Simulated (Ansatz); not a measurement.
Relaxation of Cl2FH4HfOSi (10 atoms, charge 0, multiplicity 2), to a largest force component of 0.03 eV/Å in at most 50 steps.

All numbers below come from Ansatz 0.2.0, UKS PBE/def2-SVP.

```xyz
10
Properties=species:S:1:pos:R:3
Hf 0.013 -0.231 -0.019
F 0.083 -0.052 1.925
Cl 2.073 0.422 -0.965
O -1.378 0.926 -0.678
Si -2.703 1.814 -1.246
H -3.935 1.377 -0.504
H -2.438 3.278 -1.039
H -2.885 1.547 -2.712
Cl -0.491 -2.466 -0.598
H 0.140 0.044 4.051
```

Question: Where does it end, and by what steps?

Answer: It converged. The force dipped under the threshold on the way, but the program's further checks kept it going. After 10 steps the energy has fallen by 0.100 eV; H10 moved furthest, 0.93 Å.

| step | energy less start (eV) | largest force component (eV/Å) | accepted |
| --- | --- | --- | --- |
| 0 | 0.0000 | 1.118 | yes |
| 1 | -0.0427 | 0.241 | yes |
| 2 | -0.0763 | 0.089 | yes |
| 3 | -0.0892 | 0.051 | yes |
| 4 | -0.0967 | 0.062 | yes |
| 5 | -0.0986 | 0.015 | yes |
| 6 | -0.0999 | 0.051 | yes |
| 7 | -0.0999 | 0.035 | no |
| 8 | -0.1002 | 0.007 | yes |
| 9 | -0.1003 | 0.016 | yes |
| 10 | -0.1003 | 0.024 | yes |

```xyz
10
Properties=species:S:1:pos:R:3
Hf 0.001 -0.255 -0.157
F 0.104 -0.063 1.743
Cl 2.017 0.489 -1.135
O -1.450 0.843 -0.782
Si -2.724 1.821 -1.316
H -3.967 1.452 -0.559
H -2.370 3.257 -1.062
H -2.927 1.592 -2.786
Cl -0.447 -2.508 -0.704
H 0.243 0.031 4.977
```

Whether the end is a true minimum wasn't checked by a vibrational analysis.

Run time: 28 s on 4 threads of Intel(R) Xeon(R) Platinum 8488C (Sapphire Rapids), with other jobs on the host, peak memory 0.28 GiB.
